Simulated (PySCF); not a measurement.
C4H10BN, SMILES C/C=N/B(C)C.

Geometry optimised at B3LYP-D3(BJ)/def2-SVP. The structure was generated by enumeration; whether it is a known compound was not checked. Other conformers were not sampled.

Calculation: TDA-CAM-B3LYP/def2-SVPD run with PySCF.

Vertical excitations.  State labels are in the subgroup Cs.

Computed excitation energies, oscillator strengths and character:
```json
[
 {"state": "S1", "symmetry": "A\"", "energy (eV)": "4.87", "λ (nm)": "254", "f": "0.000", "main pairs": "HOMO→LUMO 97 %"},
 {"state": "S2", "symmetry": "A'", "energy (eV)": "6.81", "λ (nm)": "182", "f": "0.038", "main pairs": "HOMO→LUMO+1 92 %"},
 {"state": "S3", "symmetry": "A'", "energy (eV)": "7.37", "λ (nm)": "168", "f": "0.130", "main pairs": "HOMO−1→LUMO 71 %, HOMO→LUMO+2 17 %"},
 {"state": "S4", "symmetry": "A\"", "energy (eV)": "7.38", "λ (nm)": "168", "f": "0.005", "main pairs": "HOMO−1→LUMO+1 40 %, HOMO−1→LUMO+3 23 %, HOMO−1→LUMO+5 17 %, HOMO−1→LUMO+2 14 %"},
 {"state": "S5", "symmetry": "A\"", "energy (eV)": "7.62", "λ (nm)": "163", "f": "0.026", "main pairs": "HOMO−1→LUMO+1 54 %, HOMO−1→LUMO+2 23 %, HOMO−1→LUMO+5 11 %"},
 {"state": "S6", "symmetry": "A'", "energy (eV)": "7.72", "λ (nm)": "161", "f": "0.753", "main pairs": "HOMO→LUMO+2 56 %, HOMO−1→LUMO 19 %, HOMO→LUMO+3 19 %"},
 {"state": "S7", "symmetry": "A'", "energy (eV)": "7.99", "λ (nm)": "155", "f": "0.024", "main pairs": "HOMO→LUMO+3 68 %, HOMO→LUMO+2 22 %"},
 {"state": "S8", "symmetry": "A'", "energy (eV)": "8.40", "λ (nm)": "148", "f": "0.647", "main pairs": "HOMO→LUMO+5 83 %"},
 {"state": "S9", "symmetry": "A\"", "energy (eV)": "8.47", "λ (nm)": "146", "f": "0.003", "main pairs": "HOMO→LUMO+4 90 %"},
 {"state": "S10", "symmetry": "A\"", "energy (eV)": "8.48", "λ (nm)": "146", "f": "0.016", "main pairs": "HOMO−1→LUMO+2 50 %, HOMO−1→LUMO+5 23 %, HOMO−2→LUMO+1 10 %, HOMO−1→LUMO+3 10 %"},
 {"state": "T1", "symmetry": "A\"", "energy (eV)": "4.34", "λ (nm)": "286", "f": "0", "main pairs": "HOMO→LUMO 97 %"},
 {"state": "T2", "symmetry": "A'", "energy (eV)": "4.92", "λ (nm)": "252", "f": "0", "main pairs": "HOMO−1→LUMO 72 %, HOMO−2→LUMO 16 %"},
 {"state": "T3", "symmetry": "A'", "energy (eV)": "6.05", "λ (nm)": "205", "f": "0", "main pairs": "HOMO→LUMO+3 33 %, HOMO→LUMO+5 27 %, HOMO→LUMO+2 22 %, HOMO→LUMO+1 9 %"},
 {"state": "T4", "symmetry": "A'", "energy (eV)": "6.78", "λ (nm)": "183", "f": "0", "main pairs": "HOMO→LUMO+1 84 %"}
]
```
Triplets are in the Tamm–Dancoff approximation.
